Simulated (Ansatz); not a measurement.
A nudged elastic band was laid between two geometries of H2S + H4O3Sn (11 atoms, charge 0, multiplicity 1).

All numbers below come from RHF/def2-SVP in Ansatz.

```
movable images  : 5
climbing image  : yes
spring          : 5.0 eV/Å²
optimiser       : quadratic models (default)
start path      : through a guess of the saddle point
force threshold : 0.03 eV/Å
iteration limit : 60
end points      : relaxed
```

Initial state:

```xyz
11
Properties=species:S:1:pos:R:3
Sn -0.323 -0.478 0.345
H -0.570 -0.464 2.014
O 1.602 -0.496 -0.029
H 1.892 -1.079 -0.715
O -1.179 0.964 -0.648
H -0.922 1.849 -0.438
O -1.049 -2.074 -0.507
H -1.628 -1.939 -1.243
S 1.575 2.734 1.219
H 2.268 1.701 0.726
H 1.763 2.392 2.496
```

Final state:

```xyz
11
Properties=species:S:1:pos:R:3
Sn 0.206 0.650 -0.541
H 0.508 -0.791 3.287
O 1.695 -0.346 -1.295
H 1.780 -1.251 -1.033
O -1.115 0.989 -1.925
H -0.944 0.650 -2.791
O -0.539 -0.575 0.780
H -1.432 -0.451 1.065
S 0.846 2.757 0.376
H 1.631 2.226 1.319
H 0.793 -0.747 3.977
```

(1) What changes between the two ends?

(2) What energy profile does the band end with?

(3) What is the geometry of the highest image?

## Answers

(1) Bonds broken: Sn1–H2, S9–H11. Bonds formed: Sn1–S9, H2–H11. H2S + H4O3Sn becomes H2 + H4O3SSn.

(2) The run converged. The highest image is number 3 of 0 to 6, 60.3 kcal/mol above the first end and 60.2 kcal/mol above the last; the last end lies 0.1 kcal/mol above the first. Neighbouring images differ by up to 2.4 eV, so the band resolves the path poorly. A vibrational analysis at the climbing image gives one clearly imaginary mode, 1891i cm⁻¹: a first-order saddle point. The orbitals stay closed-shell, which can raise the energy where a bond breaks towards radicals; this wasn't checked here.

```
image  path coordinate (Å)  energy (kcal/mol)  Sn1–H2 (Å)  S9–H11 (Å)  Sn1–S9 (Å)
    0                 0.00                0.0        1.69        1.33        3.83
    1                 1.58                1.6        1.68        1.33        3.77
    2                 3.16                6.0        1.69        1.33        3.29
    3                 4.73               60.3        1.97        1.69        2.63
    4                 6.74                4.9        3.30        2.85        2.39
    5                 8.74                0.4        3.92        4.28        2.38
    6                10.74                0.1        4.10        5.02        2.39
```

(3) 
```xyz
11
Properties=species:S:1:pos:R:3:forces:R:3
Sn 0.204 0.271 0.034 0.00 0.01 0.01
H -0.132 0.090 1.971 0.00 0.00 0.00
O 1.915 -0.294 -0.693 0.01 0.00 0.00
H 1.899 -1.162 -1.073 0.00 0.00 0.00
O -0.986 1.552 -0.812 0.00 0.01 0.00
H -1.691 1.170 -1.315 0.00 -0.01 0.00
O -0.745 -1.426 -0.256 0.00 0.01 0.01
H -1.424 -1.693 0.344 0.00 -0.01 -0.01
S 1.386 2.168 1.427 -0.01 -0.02 -0.01
H 2.552 1.516 1.511 0.00 0.00 0.00
H 0.451 0.919 2.081 0.01 0.01 0.00
```

The run took 7 min on 2 threads of Arm Neoverse V2 (shared host), peak memory 0.28 GiB.
